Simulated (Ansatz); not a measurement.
The cluster Mo₅Se₉. Total charge 0; singlet. Geometry PBE-D4/def2-SVP, basis def2-TZVP, Ansatz.

```xyz
14

Mo   -0.740    1.360   -0.227
Mo    0.651   -0.696   -1.167
Mo   -0.892   -1.027    1.369
Mo   -1.765   -1.042   -0.972
Mo    1.320    0.410    1.098
Se    2.647    0.973   -1.083
Se   -2.723    0.571    1.068
Se   -1.879   -3.101    0.790
Se    0.572    2.832    1.509
Se   -0.890    0.683   -2.648
Se    0.358    3.522   -0.802
Se    2.983   -1.207   -0.051
Se   -0.266   -2.748   -2.146
Se    0.625   -0.531    3.263
```

```json
{"run": "A", "HOMO (eV)": "-5.51", "LUMO (eV)": "-4.64"}
{"run": "B", "HOMO (eV)": "-6.19", "LUMO (eV)": "-4.07"}
{"run": "C", "HOMO (eV)": "-5.23", "LUMO (eV)": "-4.49"}
{"run": "D", "HOMO (eV)": "-5.31", "LUMO (eV)": "-4.58"}
```

In the def2 sets Mo takes a core potential; there is no spin–orbit coupling. Single mean-field runs in def2-TZVP are fitted with def2-universal-jkfit. No other spin state of charge 0 was run. Another isomer (singlet) lies 0.42 eV lower at r2SCAN-D4/def2-TZVP; other spin states weren't run for this one.

The runs used PBE, PBE0, r2SCAN, revPBE. Estimate which is which.

A r2SCAN (0 % exact exchange); B PBE0 (25 % exact exchange); C revPBE (0 % exact exchange); D PBE (0 % exact exchange). Exact exchange lowers occupied and raises empty levels; among semilocal functionals meta-GGAs tend to open the gap a little, and such runs are hard to tell apart. The gap grows from 0.73 eV (PBE) to 2.12 eV (PBE0). The restricted singlet is unstable towards broken spin symmetry in Hartree–Fock (as tested in another run); at r2SCAN-D4/def2-TZVP, PBE0-D4/def2-TZVP, revPBE-D4/def2-TZVP, PBE-D4/def2-TZVP this wasn't settled.
